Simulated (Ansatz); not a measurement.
System: difluorogermane, sum formula GeH$_{2}$F$_{2}$ (charge 0, singlet). SMILES: [F][GeH2][F]
Geometry: optimised at B3LYP-D3(BJ)/def2-TZVP (Ansatz, a program for electronic structure).

Computed values are from Ansatz. Valence correlation only, unless marked. UHF or UKS for open shells. Spin-orbit coupling is left out. Frozen are the shells of the preceding noble gas and the d and f shells that filled before the atom's block. Non-relativistic. Basis-set limits of correlation are two-point, X^-3; Hartree-Fock from the larger set (for Q and 5 zeta extrapolated as (X+1)exp(-9√X)).

What is the vertical ionisation energy (to the doublet) at CCSD(T)/CBS(aug-cc-pVTZ,aug-cc-pVQZ)?

13.22 eV.

What is the dipole moment at CCSD(T)/aug-cc-pVDZ?

2.75 D.

What is the total energy at CCSD(T)/CBS(cc-pVQZ,cc-pV5Z)?

-2276.3877 Eh.

What is the T1 diagnostic at CCSD/cc-pV5Z?

0.012.

What is the atomisation energy De at CCSD(T)/CBS(cc-pVQZ,cc-pV5Z)?

385.1 kcal/mol.
